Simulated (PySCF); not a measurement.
BHCl2, SMILES ClBCl. Atoms are numbered in the order given.

```xyz
4

B      0.0000     0.0000     0.6993
H      0.0000     0.0000     1.8860
Cl     0.0000    -1.5070    -0.1583
Cl     0.0000     1.5070    -0.1583
```

Geometry: PBE0-D3(BJ)/def2-TZVP.

Level of theory: PBE0/pcSseg-2 run with PySCF.

GIAO shieldings, no solvent; atoms alike by connectivity are averaged. δ = σ(ref) − σ: ¹¹B against BF3 (σ = 88.8 ppm); ¹H against TMS (σ = 31.54 ppm); ³⁵Cl against HCl (σ = 943.3 ppm), references at their B3LYP-D3(BJ)/def2-TZVP geometries, non-relativistic (without spin–orbit terms, shifts of atoms bonded to Cl or Br come out too high).

Computed chemical shifts:
```csv
nucleus,atoms,count,δ (ppm)
¹¹B,B1,1,51.9
¹H,H2,1,6.69
³⁵Cl,"Cl3, Cl4",2,307.3
```
